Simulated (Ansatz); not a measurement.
Calculated with Ansatz (gas phase, PBE0-D4/def2-TZVP geometries, no zero-point term in ΔE). CBS: MP2 limit from def2 TZ/QZ plus the TZ coupled-cluster correction, frozen cores. DFT in def2-TZVPP. One conformer a species, not always the lowest.

Consider the isomerisation: `CC(=S)[SiH2]O` → `COC([SiH3])=S`.

| level | ΔE (eV) |
| --- | --- |
| LDA (SPW92) | 1.81 |
| PBE-D4 | 1.79 |
| B97M-V | 1.96 |
| CAM-B3LYP-D4 | 1.96 |
| PBE | 1.79 |
| CAM-B3LYP | 1.96 |
| HF/def2-SVP | 1.84 |
| CCSD(T)/def2-TZVPP | 2.02 |

(1) What does CCSD(T)/CBS give? (An estimate is asked.)

(2) What do rigid-rotor, harmonic-oscillator terms from PBE0-D4/def2-TZVP frequencies (298.15 K, 1 bar) make of the CCSD(T)/CBS value? (Estimate.)

Largest T1 diagnostic among the species: 0.017.

## Answers

(1) The calculation gave: +2.08 eV. The listed levels differ from it by -0.27, -0.29, -0.12, -0.12, -0.29, -0.12, -0.24, -0.06 eV.

(2) Ansatz gave: ΔZPE = -0.03 eV, ΔH = +2.05 eV, ΔS = 5 J/(mol·K), ΔG = +2.03 eV. Modes under 50 cm⁻¹ make the entropy rough.

From PBE to PBE0 (25 % exact exchange), in def2-TZVPP and without D4, ΔE moves by +0.13 eV. Leaving LDA and LC-ωPBE aside and taking each functional with its dispersion term where it has one, the values, not all of them listed here, spread over 0.27 eV, from revPBE-D4 to BHLYP-D4. At CCSD(T), def2-SVP lies −0.35 eV from the extrapolated value and def2-TZVPP −0.06 eV.
